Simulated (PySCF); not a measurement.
Ge, charge +1, doublet; DF-HF/6-31G** in PySCF.

Input for PySCF:
```python
from pyscf import gto, scf

mol = gto.M(
    atom='''
Ge    0.000000    0.000000    0.000000
''',
    basis='6-31g**',
    charge=1,
    spin=1,
    verbose=4,
)

mf = scf.UHF(mol)
mf = mf.density_fit(auxbasis='def2-universal-jkfit')
mf.kernel()
mf.analyze()
```

What the program printed (banner, timings and long lists left out):

```
PySCF version 2.14.0

[INPUT] verbose = 4
[INPUT] num. atoms = 1
[INPUT] num. electrons = 31
[INPUT] charge = 1
[INPUT] spin (= nelec alpha-beta = 2S) = 1
[INPUT] symmetry False subgroup None
[INPUT] Mole.unit = angstrom
[INPUT] Symbol           X                Y                Z      unit          X                Y                Z       unit  Magmom
[INPUT]  1 Ge     0.000000000000   0.000000000000   0.000000000000 AA    0.000000000000   0.000000000000   0.000000000000 Bohr   0.0

nuclear repulsion = 0
number of shells = 12
number of NR pGTOs = 95
number of NR cGTOs = 32
basis = 6-31g**
ecp = {}

******** <class 'pyscf.df.df_jk.DFUHF'> ********
method = DFUHF
initial guess = minao
damping factor = 0
level_shift factor = 0
DIIS = <class 'pyscf.scf.diis.CDIIS'>
diis_start_cycle = 1
diis_space = 8
diis_damp = 0
SCF conv_tol = 1e-09
SCF conv_tol_grad = None
SCF max_cycles = 50
direct_scf = False
number electrons alpha = 16  beta = 15
Set gradient conv threshold to 3.16228e-05
******** <class 'pyscf.df.df.DF'> ********
auxbasis = def2-universal-jkfit
init E= -2074.16382576373

cycle= 1 E= -2074.72336959674  delta_E= -0.56  |g|= 0.173  |ddm|= 0.79
cycle= 2 E= -2074.75706298317  delta_E= -0.0337  |g|= 0.101  |ddm|= 0.513
cycle= 3 E= -2074.76070976454  delta_E= -0.00365  |g|= 0.0261  |ddm|= 0.0912
cycle= 4 E= -2074.76193324139  delta_E= -0.00122  |g|= 0.00642  |ddm|= 0.105
cycle= 5 E= -2074.76200129086  delta_E= -6.8e-05  |g|= 0.000788  |ddm|= 0.0306
cycle= 6 E= -2074.7620021873  delta_E= -8.96e-07  |g|= 6.45e-05  |ddm|= 0.00467
cycle= 7 E= -2074.76200219267  delta_E= -5.37e-09  |g|= 1.38e-05  |ddm|= 0.000305
cycle= 8 E= -2074.76200219288  delta_E= -2.14e-10  |g|= 8.92e-07  |ddm|= 6.33e-05
Extra cycle  E= -2074.76200219289  delta_E= -1.82e-12  |g|= 2.77e-07  |ddm|= 2.4e-06
converged SCF energy = -2074.76200219289  <S^2> = 0.7589629  2S+1 = 2.0089429
**** SCF Summaries ****
Total Energy =                       -2074.762002192885120
Nuclear Repulsion Energy =               0.000000000000000
One-electron Energy =                -2883.302440029926402
Two-electron Energy =                  808.540437837041168
Two-electron Coulomb Energy =          885.737004233676998
DFT Exchange-Correlation Energy =      -77.196566396635831
**** MO energy ****
                             alpha | beta                alpha | beta
MO #1   energy= -405.600341365425  | -405.598034751964  occ= 1 | 1
MO #2   energy= -52.5321284430749  | -52.5316290724446  occ= 1 | 1
MO #3   energy= -46.6219305158007  | -46.6209602928334  occ= 1 | 1
MO #4   energy= -46.6210216653735  | -46.6209602928334  occ= 1 | 1
MO #5   energy= -46.6210216653734  | -46.6162719016129  occ= 1 | 1
MO #6   energy= -7.55546936737693  | -7.55136593092003  occ= 1 | 1
MO #7   energy= -5.52512386750126  | -5.52518186190811  occ= 1 | 1
MO #8   energy= -5.52512386750124  | -5.52518186190809  occ= 1 | 1
MO #9   energy= -5.52466830015586  | -5.50743755472244  occ= 1 | 1
MO #10  energy= -1.97980859582468  | -1.98025617666001  occ= 1 | 1
MO #11  energy= -1.97980859582467  | -1.98025617665999  occ= 1 | 1
MO #12  energy= -1.97157438704084  | -1.96699317480989  occ= 1 | 1
MO #13  energy= -1.97157438704083  | -1.96699317480987  occ= 1 | 1
MO #14  energy= -1.96901729678272  | -1.96276632765207  occ= 1 | 1
MO #15  energy= -0.890358293952493 | -0.804739222881822 occ= 1 | 1
MO #16  energy= -0.573565632185374 | -0.244106125912819 occ= 1 | 0
MO #17  energy= -0.258500481084232 | -0.244106125912813 occ= 0 | 0
MO #18  energy= -0.258500481084223 | -0.196034819508817 occ= 0 | 0
MO #19  energy= -0.00680867550510644 | 0.00694452183726257 occ= 0 | 0
MO #20  energy= 0.0647628355688354 | 0.0889698097008106 occ= 0 | 0
MO #21  energy= 0.0838824469652983 | 0.0889698097008833 occ= 0 | 0
MO #22  energy= 0.0838824469653746 | 0.119615520755651  occ= 0 | 0
MO #23  energy= 0.32108062515899   | 0.355047740002925  occ= 0 | 0
MO #24  energy= 0.326739498501675  | 0.355047740002931  occ= 0 | 0

To work with the spin densities directly, `use mulliken_meta_spin()` only printing them here.

 ** Mulliken spin pop alpha/beta on meta-lowdin orthogonal AOs **
 ** Mulliken Spin Density (per AO)  **
spin_pop of  0 Ge 1s       -0.00000
spin_pop of  0 Ge 2s       -0.00000
spin_pop of  0 Ge 3s       -0.00000
spin_pop of  0 Ge 4s       -0.00064
spin_pop of  0 Ge 5s        0.00000
spin_pop of  0 Ge 2px       0.00000
spin_pop of  0 Ge 2py       0.00000
spin_pop of  0 Ge 2pz       0.00000
spin_pop of  0 Ge 3px      -0.00000
spin_pop of  0 Ge 3py      -0.00001
spin_pop of  0 Ge 3pz       0.00001
spin_pop of  0 Ge 4px       0.18194
spin_pop of  0 Ge 4py       0.02118
spin_pop of  0 Ge 4pz       0.79184
spin_pop of  0 Ge 5px       0.00092
spin_pop of  0 Ge 5py       0.00011
spin_pop of  0 Ge 5pz       0.00400
spin_pop of  0 Ge 3dxy      0.00002
spin_pop of  0 Ge 3dyz      0.00005
spin_pop of  0 Ge 3dz^2     0.00007
spin_pop of  0 Ge 3dxz      0.00006
spin_pop of  0 Ge 3dx2-y2    0.00002
spin_pop of  0 Ge 4dxy     -0.00000
spin_pop of  0 Ge 4dyz     -0.00000
spin_pop of  0 Ge 4dz^2     0.00015
spin_pop of  0 Ge 4dxz      0.00014
spin_pop of  0 Ge 4dx2-y2    0.00000
spin_pop of  0 Ge 5dxy     -0.00001
spin_pop of  0 Ge 5dyz     -0.00001
spin_pop of  0 Ge 5dz^2     0.00009
spin_pop of  0 Ge 5dxz      0.00008
spin_pop of  0 Ge 5dx2-y2   -0.00000
 ** Mulliken Spin Density (per atom)  **
spin density of  0 Ge =      1.00000
 ** Mulliken pop alpha/beta on meta-lowdin orthogonal AOs **
 ** Mulliken pop       alpha | beta **
pop of  0 Ge 1s        1.00000 | 1.00000
pop of  0 Ge 2s        1.00000 | 1.00000
pop of  0 Ge 3s        0.99991 | 0.99992
pop of  0 Ge 4s        0.99636 | 0.99700
pop of  0 Ge 5s        0.00121 | 0.00121
pop of  0 Ge 2px       1.00000 | 1.00000
pop of  0 Ge 2py       1.00000 | 1.00000
pop of  0 Ge 2pz       1.00000 | 1.00000
pop of  0 Ge 3px       0.99997 | 0.99997
pop of  0 Ge 3py       0.99996 | 0.99997
pop of  0 Ge 3pz       0.99999 | 0.99998
pop of  0 Ge 4px       0.18197 | 0.00002
pop of  0 Ge 4py       0.02121 | 0.00003
pop of  0 Ge 4pz       0.79186 | 0.00002
pop of  0 Ge 5px       0.00093 | 0.00001
pop of  0 Ge 5py       0.00011 | 0.00001
pop of  0 Ge 5pz       0.00400 | 0.00000
pop of  0 Ge 3dxy      0.99998 | 0.99996
pop of  0 Ge 3dyz      0.99999 | 0.99994
pop of  0 Ge 3dz^2     0.99999 | 0.99992
pop of  0 Ge 3dxz      0.99999 | 0.99993
pop of  0 Ge 3dx2-y2    0.99998 | 0.99996
pop of  0 Ge 4dxy      0.00002 | 0.00002
pop of  0 Ge 4dyz      0.00008 | 0.00008
pop of  0 Ge 4dz^2     0.00078 | 0.00063
pop of  0 Ge 4dxz      0.00071 | 0.00057
pop of  0 Ge 4dx2-y2    0.00003 | 0.00003
pop of  0 Ge 5dxy      0.00003 | 0.00004
pop of  0 Ge 5dyz      0.00006 | 0.00007
pop of  0 Ge 5dz^2     0.00044 | 0.00035
pop of  0 Ge 5dxz      0.00041 | 0.00032
pop of  0 Ge 5dx2-y2    0.00004 | 0.00005
In total            16.00000 | 15.00000
 ** Mulliken atomic charges   ( Nelec_alpha | Nelec_beta ) **
charge of  0Ge =      1.00000  (    16.00000     15.00000 )

WARN: System has nonzero charge 1; the dipole moment is origin-dependent.
Location of origin: [0. 0. 0.]

Dipole moment(X, Y, Z, Debye): -0.00000, -0.00000,  0.00000
```
